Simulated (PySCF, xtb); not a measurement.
Si(OSiH3)(F)2(Me) (CH6F2OSi2), SMILES C[Si](F)(F)O[SiH3].

Geometry: ωB97X-D3(BJ)/def2-SVP. Other conformers were not sampled.

Method: C-PCM-ωB97X/def2-SVP in PySCF.

The values are the electrostatic part of the solvation free energy, E(continuum) − E(gas) at the gas-phase geometry, in a cavity of scaled van der Waals radii (PySCF's table); cavitation and dispersion terms are not included. In vacuum the orbital gap is 14.22 eV. The dipole moment in vacuum is 1.77 D.

**Question.** Estimate the values in water (ε = 78.36), ethanol (ε = 24.85), n-hexane (ε = 1.88). (Estimate from the structure and the level; the computed values follow.)

**Answer.** 
```csv
solvent,ε,ΔG(elec) (kcal/mol),dipole (D),gap (eV)
water,78.36,-3.2,2.07,14.25
ethanol,24.85,-3.1,2.06,14.25
n-hexane,1.88,-1.5,1.90,14.24
```

For comparison, GFN2-xTB/ALPB(water) (xtb, at the GFN2-xTB geometry, all terms of that model) gives 0.2 kcal/mol.
